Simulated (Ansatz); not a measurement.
Consider the substitution at a C–O bond: `C[O][Sb]([F])[F]` + `C=CC(=O)O` → `C=CC(=O)OC` + `[OH][Sb]([F])[F]`.

Calculated with Ansatz (gas phase, PBE0-D4/def2-TZVP geometries, no zero-point term in ΔE). CBS: MP2 limit from def2 TZ/QZ plus the TZ coupled-cluster correction, frozen cores. Functionals use def2-TZVPP. B3LYP here is the variant with VWN-RPA as its local correlation; programs differ in this. def2 core potentials past Kr. For Sb outer-core shells are correlated without core-valence functions, which leaves a few kJ/mol of doubt a bond. Each species was taken in one conformer, which may not be the lowest.

Is it downhill or uphill in electronic energy at CCSD(T)/CBS, and by how much? (Estimate.)

The calculation gave: Downhill: ΔE = -2.9 kcal/mol.

What do these levels give: PBE0-D4, r2SCANh-D4, CAM-B3LYP-D4, PBE, PBE0, B3LYP, r2SCAN0, BHLYP, CAM-B3LYP, HF/def2-SVP, CCSD(T)/def2-SVP, HF/def2-TZVPP? (An estimate is asked.)

The calculation gave: PBE0-D4 -2.9, r2SCANh-D4 -3.2, CAM-B3LYP-D4 -3.0, PBE -3.0, PBE0 -3.1, B3LYP -2.9, r2SCAN0 -3.2, BHLYP -3.0, CAM-B3LYP -3.2, HF/def2-SVP -1.0, CCSD(T)/def2-SVP -1.3, HF/def2-TZVPP -2.8 kcal/mol.

Largest T1 diagnostic among the species: 0.015.

Leaving LDA and LC-ωPBE aside and taking each functional with its dispersion term where it has one, the values, not all of them listed here, spread over 0.7 kcal/mol, from r2SCAN-D4 to BLYP-D4. At CCSD(T), def2-SVP lies +1.6 kcal/mol from the extrapolated value and def2-TZVPP −0.1 kcal/mol.
